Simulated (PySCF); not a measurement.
Ti(F)3(OH) (F3HOTi), SMILES [OH][Ti]([F])([F])[F], multiplicity 1. Heavy atoms are numbered as in [Ti:1]([F:2])([F:3])([F:4])[OH:5]. Hydrogens are named by the atom that carries them.

The structure is a stationary point at PBE0-D3(BJ)/def2-SVP. A frequency run showed that this geometry is not a minimum. The spin state was assumed, not searched. One conformer was computed; it need not be the lowest.

Method: PBE0/pcSseg-1 (PySCF).

GIAO shieldings, no solvent; atoms alike by connectivity are averaged. δ = σ(ref) − σ: ¹⁹F against CFCl3 (σ = 167.2 ppm); ¹⁷O against H2O (σ = 334.2 ppm); ¹H against TMS (σ = 31.56 ppm), references at their B3LYP-D3(BJ)/def2-TZVP geometries, non-relativistic.

| atoms | nucleus | count | δ (ppm) |
|---|---|---|---|
| F2 | ¹⁹F | 3 | 303.0 |
| O5 (OH) | ¹⁷O | 1 | ? |
| H on O5 | ¹H | 1 | 3.75 |

Question: What belongs in the gaps? (An estimate is asked for; the answer gives what the named calculation found.)

Answer: 
- O5 (OH), δ (ppm): 302.0
